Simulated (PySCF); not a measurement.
A structure optimised at PBE0-D3(BJ)/def2-SVP, used in a PySCF frequency run:

```xyz
13

In     0.0271     1.0787     0.0000
H     -1.1367     2.3723     0.0000
H      1.7260     1.4602     0.0000
C     -0.6262    -0.9974     0.0000
C      0.4836    -2.0436     0.0000
C     -0.0379    -3.4748     0.0000
H     -1.2863    -1.1249    -0.8772
H     -1.2863    -1.1249     0.8772
H      1.1391    -1.8966    -0.8764
H      1.1391    -1.8966     0.8764
H     -0.6618    -3.6697     0.8874
H      0.7828    -4.2096     0.0000
H     -0.6618    -3.6697    -0.8874
```

**Question.** Write its SMILES, formula and point group.

**Answer.** CC[CH2][InH2], C3H9In, Cs

**Question.** What are its rotational constants (standard atomic weights)?

**Answer.** 21.003, 1.2579, 1.2136 GHz
